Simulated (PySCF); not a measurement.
A calculated (r2SCAN, PySCF 2.14, def2-TZVP, no relativity, point nucleus) atom or ion has these occupied shells.

| shell | electrons | orbital energy (eV) | rms radius, mean of both spins (bohr) |
| --- | --- | --- | --- |
| 1s α | 1 | -9443.8 | 0.0592 |
| 1s β | 1 | -9443.7 | 0.0592 |
| 2s β | 1 | -1152.9 | 0.249 |
| 2s α | 1 | -1152.8 | 0.249 |
| 2p β | 3 | -1015.4 | 0.221 |
| 2p α | 3 | -1015.4 | 0.221 |
| 3s β | 1 | -138.83 | 0.742 |
| 3s α | 1 | -138.82 | 0.742 |
| 3p α | 3 | -94.589 | 0.780 |
| 3p β | 3 | -94.583 | 0.780 |
| 3d α | 5 | -20.457 | 1.02 |
| 3d β | 5 | -20.263 | 1.02 |
| 4s α | 1 | -14.622 | 2.60 |

Task: Name the element and its charge.

Result: Zn⁺ (zinc, charge +1), in [Ar] 3d10 4s1, 2S determinant.
